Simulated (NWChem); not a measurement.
System: CH$_{4}$MgOS; SMILES [Mg]([OH])[S]C

Input file for NWChem:

```
start job
memory heap 200 mb stack 900 mb global 1100 mb
geometry units angstroms noautoz
  Mg     0.005322    -1.205385     0.008832
  O     -0.307101    -2.936879     0.003987
  H     -0.389576    -3.884122     0.001799
  S      0.412531     1.061820     0.015175
  C     -1.260564     1.809859    -0.008641
  H     -1.820101     1.551553    -0.918861
  H     -1.122234     2.899862     0.004333
  H     -1.854245     1.534886     0.874673
end
basis spherical
  Mg library def2-svpd
  O library def2-svpd
  H library def2-svpd
  S library def2-svpd
  C library def2-svpd
end
dft
  xc slater vwn_5
  iterations 150
end
tddft
  cis
  nroots 6
  notriplet
end
task tddft energy
```

Output (shortened):

```
             Northwest Computational Chemistry Package (NWChem) 7.3.0
             --------------------------------------------------------

 C1  symmetry detected

                             Geometry "geometry" -> ""
                             -------------------------

 Output coordinates in angstroms (scale by  1.889725989 to convert to a.u.)

  No.       Tag          Charge          X              Y              Z
 ---- ---------------- ---------- -------------- -------------- --------------
    1 Mg                  12.0000     0.15223697    -1.03770889     0.00001606
    2 O                    8.0000    -0.22491761    -2.75627152     0.00004830
    3 H                    1.0000    -0.34286973    -3.69975596    -0.00073781
    4 S                   16.0000     0.64420649     1.21263417    -0.00000032
    5 C                    6.0000    -0.99983763     2.02287817    -0.00003402
    6 H                    1.0000    -1.58163853     1.78600711    -0.90208940
    7 H                    1.0000    -0.82056900     3.10692499     0.01070400
    8 H                    1.0000    -1.59070363     1.77008699     0.89175345

 Effective nuclear repulsion energy (a.u.)     171.1893392618

                                 NWChem DFT Module
                                 -----------------

 Summary of "ao basis" -> "ao basis" (spherical)
 ------------------------------------------------------------------------------
       Tag                 Description            Shells   Functions and Types
 ---------------- ------------------------------  ------  ---------------------
 Mg                        def2-svpd                 9       21   4s4p1d
 O                         def2-svpd                 9       23   4s3p2d
 H                         def2-svpd                 4        8   2s2p
 S                         def2-svpd                11       27   5s4p2d
 C                         def2-svpd                 8       20   4s2p2d

            General Information
            -------------------
          SCF calculation type: DFT
          Wavefunction type:  closed shell.
          No. of atoms     :     8
          No. of electrons :    46
           Alpha electrons :    23
            Beta electrons :    23
          Charge           :     0
          Spin multiplicity:     1
          Use of symmetry is: off; symmetry adaption is: off
          Maximum number of iterations: 150
          AO basis - number of functions:   123
                     number of shells:    53
          Convergence on energy requested:  1.00D-06
          Convergence on density requested:  1.00D-05
          Convergence on gradient requested:  5.00D-04

              XC Information
              --------------
                        Slater Exchange Functional  1.000 local
                      VWN V Correlation Functional  1.000 local

             Grid Information
             ----------------
          Grid used for XC integration:  medium
          Radial quadrature: Mura-Knowles
          Angular quadrature: Lebedev.
          Tag              B.-S. Rad. Rad. Pts. Rad. Cut. Ang. Pts.
          ---              ---------- --------- --------- ---------
          Mg                  1.50       88          12.0       590
          O                   0.60       49          14.0       434
          H                   0.35       45          15.0       434
          S                   1.00       88          13.0       590
          C                   0.70       49          14.0       434
          Grid pruning is: on
          Number of quadrature shells:   454
          Spatial weights used:  Erf1

      Superposition of Atomic Density Guess
      -------------------------------------

 Sum of atomic energies:        -711.20299449

      Non-variational initial energy
      ------------------------------

 Total energy =    -712.274420
 1-e energy   =   -1323.932632
 2-e energy   =     440.468872
 HOMO         =      -0.299062
 LUMO         =      -0.084934

   convergence    iter        energy       DeltaE   RMS-Dens  Diis-err
 ---------------- ----- ----------------- --------- --------- ---------
 d= 0,ls=0.0,diis     1   -710.4596338666 -8.82D+02  1.94D-02  1.33D+00
 d= 0,ls=0.0,diis     2   -709.3797104376  1.08D+00  1.50D-02  1.01D+01
 d= 0,ls=0.0,diis     3   -710.5647717141 -1.19D+00  4.48D-03  1.42D-01
 d= 0,ls=0.0,diis     4   -710.5687260614 -3.95D-03  2.87D-03  9.57D-02
 d= 0,ls=0.0,diis     5   -710.5833164192 -1.46D-02  5.65D-04  3.80D-03
  Resetting Diis
 d= 0,ls=0.0,diis     6   -710.5837738054 -4.57D-04  1.73D-04  3.93D-04
 d= 0,ls=0.0,diis     7   -710.5838198308 -4.60D-05  1.91D-04  6.44D-05
 d= 0,ls=0.0,diis     8   -710.5837843032  3.55D-05  1.13D-04  3.58D-04
 d= 0,ls=0.0,diis     9   -710.5838288657 -4.46D-05  1.65D-05  3.62D-06
 d= 0,ls=0.0,diis    10   -710.5838293618 -4.96D-07  2.98D-06  1.96D-07

         Total DFT energy =     -710.583829361836
      One electron energy =    -1327.755588732489
           Coulomb energy =      500.373568213372
    Exchange-Corr. energy =      -54.391148104479
 Nuclear repulsion energy =      171.189339261761

 Numeric. integr. density =       46.000000948967

                       DFT Final Molecular Orbital Analysis
                       ------------------------------------

 Vector   21  Occ=2.000000D+00  E=-2.470351D-01
              MO Center= -2.1D-01, -2.7D+00, -7.0D-05, r^2= 9.7D-01
   Bfn.  Coefficient  Atom+Function         Bfn.  Coefficient  Atom+Function
  ----- ------------  ---------------      ----- ------------  ---------------
    28      0.598473  2 O  pz                31      0.407273  2 O  pz
    10      0.077107  1 Mg pz                52      0.069690  3 H  pz
    34      0.065947  2 O  pz                 7      0.063803  1 Mg pz
    18     -0.052491  1 Mg d -1              13      0.043944  1 Mg pz
    66      0.035360  4 S  pz                49      0.029872  3 H  pz

 Vector   22  Occ=2.000000D+00  E=-2.379388D-01
              MO Center=  4.3D-01,  1.2D+00,  9.5D-04, r^2= 2.5D+00
   Bfn.  Coefficient  Atom+Function         Bfn.  Coefficient  Atom+Function
  ----- ------------  ---------------      ----- ------------  ---------------
    65      0.394865  4 S  py                62      0.312126  4 S  py
    64      0.303508  4 S  px                61      0.230588  4 S  px
     3     -0.213666  1 Mg s                109     -0.188366  7 H  s
    59      0.179650  4 S  py                55      0.167360  4 S  s
     2     -0.159518  1 Mg s                108     -0.152734  7 H  s

 Vector   23  Occ=2.000000D+00  E=-2.013797D-01
              MO Center=  4.6D-01,  1.1D+00, -6.7D-04, r^2= 2.2D+00
   Bfn.  Coefficient  Atom+Function         Bfn.  Coefficient  Atom+Function
  ----- ------------  ---------------      ----- ------------  ---------------
    66      0.557161  4 S  pz                63      0.429481  4 S  pz
    60      0.243961  4 S  pz               100      0.126367  6 H  s
   116     -0.124815  8 H  s                101      0.122697  6 H  s
   117     -0.119992  8 H  s                 86     -0.119349  5 C  pz
    69      0.117648  4 S  pz                10      0.072319  1 Mg pz

 Vector   24  Occ=0.000000D+00  E=-7.656055D-02
              MO Center=  7.0D-02, -8.4D-01,  1.5D-03, r^2= 6.2D+00
   Bfn.  Coefficient  Atom+Function         Bfn.  Coefficient  Atom+Function
  ----- ------------  ---------------      ----- ------------  ---------------
     3      1.177104  1 Mg s                 25     -1.064510  2 O  s
     4      0.911848  1 Mg s                 46      0.324568  3 H  s
    12     -0.322462  1 Mg py                65      0.291788  4 S  py
    24     -0.266997  2 O  s                 56     -0.261897  4 S  s
    33     -0.257809  2 O  py                 2      0.253708  1 Mg s

 Vector   25  Occ=0.000000D+00  E=-4.444178D-02
              MO Center=  1.2D-01,  6.3D-02,  3.6D-04, r^2= 7.4D+00
   Bfn.  Coefficient  Atom+Function         Bfn.  Coefficient  Atom+Function
  ----- ------------  ---------------      ----- ------------  ---------------
    57      0.662692  4 S  s                 83     -0.581784  5 C  s
    12     -0.426385  1 Mg py                25     -0.396679  2 O  s
     4     -0.351449  1 Mg s                 68     -0.273559  4 S  py
    11      0.271325  1 Mg px                81      0.261808  5 C  s
     8      0.240340  1 Mg px                14      0.218014  1 Mg px

[...]

                                NWChem TDDFT Module
                                -------------------

            General Information
            -------------------
           No. of orbitals :     246
            Alpha orbitals :     123
             Beta orbitals :     123
        Alpha frozen cores :       0
         Beta frozen cores :       0
     Alpha frozen virtuals :       0
      Beta frozen virtuals :       0
         Spin multiplicity :       1
    Number of AO functions :     123
        Use of symmetry is : off
      Symmetry adaption is : off
         Schwarz screening :  0.10D-07

              XC Information
              --------------
                 Slater Exchange Functional   1.00 local
               VWN V Correlation Functional   1.00 local

             TDDFT Information
             -----------------
          Calculation type : Tamm-Dancoff TDDFT
         Wavefunction type : Restricted singlets
          No. of electrons :      46
           Alpha electrons :      23
            Beta electrons :      23
              No. of roots :       6
          Max subspacesize :    5200
            Max iterations :     100
               Target root :       1
           Target symmetry : none
      Symmetry restriction : off
                 Algorithm : Optimal
        Davidson threshold :  0.10D-03

    6 smallest eigenvalue differences (eV)
--------------------------------------------------------
  No. Spin  Occ  Vir  Irrep   E(Occ)    E(Vir)   E(Diff)
--------------------------------------------------------
    1    1   23   24 a        -0.201    -0.077     3.397
    2    1   23   25 a        -0.201    -0.044     4.271
    3    1   22   24 a        -0.238    -0.077     4.391
    4    1   21   24 a        -0.247    -0.077     4.639
    5    1   20   24 a        -0.247    -0.077     4.650
    6    1   23   26 a        -0.201    -0.019     4.950
--------------------------------------------------------

  Entering Davidson iterations
  Restricted singlet excited states

  Iter   NTrls   NConv    DeltaV     DeltaE      Time
  ----  ------  ------  ---------  ---------  ---------
    1      6       0     0.13E+00   0.10+100        5.5
    2     12       0     0.57E-01   0.21E-01        5.8
    3     18       0     0.44E-01   0.34E-02        7.0
    4     24       3     0.23E-01   0.12E-02        6.4
    5     27       5     0.21E-01   0.23E-02        5.8
    6     28       5     0.41E-02   0.52E-03        6.2
    7     29       5     0.61E-03   0.19E-04        5.1
    8     30       6     0.62E-04   0.37E-06        6.1
  ----  ------  ------  ---------  ---------  ---------
  Convergence criterion met

  Ground state a        -710.583829361836 a.u.

  ----------------------------------------------------------------------------
  Root   1 singlet a              0.128293314 a.u.                3.4910 eV
  ----------------------------------------------------------------------------
     Transition Moments    X  0.00082   Y  0.00029   Z  0.48181
     Dipole Oscillator Strength                    0.0198544367
     Electric Quadrupole                           0.0000000087
     Magnetic Dipole                               0.0000000455
     Total Oscillator Strength                     0.0198544910

     Occ.   23  a   ---  Virt.   24  a       -0.99856
  ----------------------------------------------------------------------------
  Root   2 singlet a              0.159804477 a.u.                4.3485 eV
  ----------------------------------------------------------------------------
     Transition Moments    X -0.00083   Y  0.00034   Z  0.06400
     Dipole Oscillator Strength                    0.0004364148
     Electric Quadrupole                           0.0000000090
     Magnetic Dipole                               0.0000004240
     Total Oscillator Strength                     0.0004368478

     Occ.   23  a   ---  Virt.   25  a       -0.99463
     Occ.   23  a   ---  Virt.   28  a       -0.07315
  ----------------------------------------------------------------------------
  Root   3 singlet a              0.173114693 a.u.                4.7107 eV
  ----------------------------------------------------------------------------
     Transition Moments    X  0.21470   Y  0.64466   Z -0.00267
     Dipole Oscillator Strength                    0.0532829947
     Electric Quadrupole                           0.0000000280
     Magnetic Dipole                               0.0000000906
     Total Oscillator Strength                     0.0532831133

     Occ.   20  a   ---  Virt.   24  a        0.09235
     Occ.   22  a   ---  Virt.   24  a       -0.85917
     Occ.   23  a   ---  Virt.   26  a       -0.49150
  ----------------------------------------------------------------------------
  Root   4 singlet a              0.174556708 a.u.                4.7499 eV
  ----------------------------------------------------------------------------
     Transition Moments    X -0.00310   Y -0.00282   Z -0.55357
     Dipole Oscillator Strength                    0.0356629592
     Electric Quadrupole                           0.0000001542
     Magnetic Dipole                               0.0000006825
     Total Oscillator Strength                     0.0356637960

     Occ.   21  a   ---  Virt.   24  a        0.99736
  ----------------------------------------------------------------------------
  Root   5 singlet a              0.174763483 a.u.                4.7556 eV
  ----------------------------------------------------------------------------
     Transition Moments    X -0.52945   Y  0.01636   Z  0.00203
     Dipole Oscillator Strength                    0.0326915511
     Electric Quadrupole                           0.0000001524
     Magnetic Dipole                               0.0000007872
     Total Oscillator Strength                     0.0326924907

     Occ.   20  a   ---  Virt.   24  a        0.99280
     Occ.   22  a   ---  Virt.   24  a        0.08835
     Occ.   22  a   ---  Virt.   25  a        0.05033
  ----------------------------------------------------------------------------
  Root   6 singlet a              0.195904071 a.u.                5.3308 eV
  ----------------------------------------------------------------------------
     Transition Moments    X  0.12374   Y -0.98398   Z -0.00071
     Dipole Oscillator Strength                    0.1284526571
     Electric Quadrupole                           0.0000001103
     Magnetic Dipole                               0.0000001948
     Total Oscillator Strength                     0.1284529622

     Occ.   19  a   ---  Virt.   24  a        0.07675
     Occ.   20  a   ---  Virt.   25  a       -0.12998
     Occ.   22  a   ---  Virt.   24  a        0.37732
     Occ.   22  a   ---  Virt.   25  a        0.51096
     Occ.   22  a   ---  Virt.   28  a        0.05226
     Occ.   22  a   ---  Virt.   30  a       -0.08853
     Occ.   22  a   ---  Virt.   32  a       -0.05348
     Occ.   23  a   ---  Virt.   26  a       -0.72826
     Occ.   23  a   ---  Virt.   31  a        0.05992
     Occ.   23  a   ---  Virt.   34  a        0.05001
     Occ.   23  a   ---  Virt.   37  a        0.08092

              Target root =      1
          Target symmetry = none
      Ground state energy =   -710.583829361836
        Excitation energy =      0.128293313636
     Excited state energy =   -710.455536048200

  stored tddft:energy   -710.45553604819952
```

Level: LDA (Slater exchange, VWN5)/def2-SVPD, TDA. Structure relaxed at the PBE0/def2-SVP level.
